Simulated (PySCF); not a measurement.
Iodine: a sound run and one with changed settings

Sound run: I²⁺ [Kr] 4d10 5s2 5p3, I³⁺ [Kr] 4d10 5s2 5p2. All numbers are calculated (PySCF 2.14, a scalar-relativistic core potential, in def2-TZVP with the def2 core potential (28 electrons) (6s5p3d2f, 50 functions)). In the sound run the correlated levels freeze 4s2 4p6 4d10 outside the core potential. The sound run starts from symmetry-adapted Hartree-Fock orbitals and uses a fine grid where one is needed.

Changed run: a valence shell is frozen. This setting is unsound on purpose.

| species | method | sound run (hartree) | changed run (hartree) | converged |
| --- | --- | --- | --- | --- |
| I²⁺ | MP2 | -295.72317 | -295.67196 | yes |
| I²⁺ | CCSD(T) | -295.73813 | -295.67604 | yes |
| I³⁺ | MP2 | -294.60887 | -294.56394 | yes |
| I³⁺ | CCSD(T) | -294.62360 | -294.56553 | yes |

Ionisation energy of I²⁺:

```json
{"method": "UHF", "sound run (eV)": "29.891", "changed run (eV)": "29.891"}
{"method": "MP2", "sound run (eV)": "30.322", "changed run (eV)": "30.151"}
{"method": "SCS-MP2", "sound run (eV)": "30.194", "changed run (eV)": "29.978"}
{"method": "CCSD", "sound run (eV)": "30.306", "changed run (eV)": "30.215"}
{"method": "CCSD(T)", "sound run (eV)": "30.328", "changed run (eV)": "30.219"}
```

Freezing a valence shell removes pair correlation that changes on ionisation.

For comparison, NIST gives 29.57 ± 0.025 eV between the lowest levels.
